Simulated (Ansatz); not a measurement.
C₃H₇AlO₂ (`C[O][Al]1[CH2]C[O]1`) at its PBE0-D4/def2-TZVP geometry, where that method's forces vanish. Total charge 0; spin multiplicity 1.

```xyz
13

C     2.3382   -1.6702   -0.5251
O     1.4741   -0.8396    0.1894
Al    0.0490    0.0170    0.1158
C    -1.1457    1.1696    1.1175
C    -1.9162    1.1028   -0.2210
O    -1.1379    0.2590   -1.1018
H     2.4376   -2.6344   -0.0167
H     3.3319   -1.2152   -0.5841
H     1.9858   -1.8561   -1.5453
H    -1.6841    0.7438    1.9641
H    -0.7979    2.1677    1.3831
H    -2.0236    2.0909   -0.6788
H    -2.9113    0.6648   -0.0970
```

Task: What forces (eV/Å) does PBE-D4/def2-TZVPP give on these atoms in Ansatz? (Best estimate.)

Result: Ansatz gave: 
```
C1   0.121 -0.125 -0.121
O2   0.082  0.069  0.296
Al3  0.037  0.063  0.209
C4  -0.019  0.054  0.106
C5  -0.099  0.140  0.188
O6  -0.067 -0.247 -0.707
H7   0.039 -0.221  0.099
H8   0.230  0.083 -0.022
H9  -0.054 -0.057 -0.228
H10 -0.093 -0.085  0.177
H11  0.079  0.192  0.063
H12 -0.029  0.227 -0.095
H13 -0.227 -0.093  0.035
```
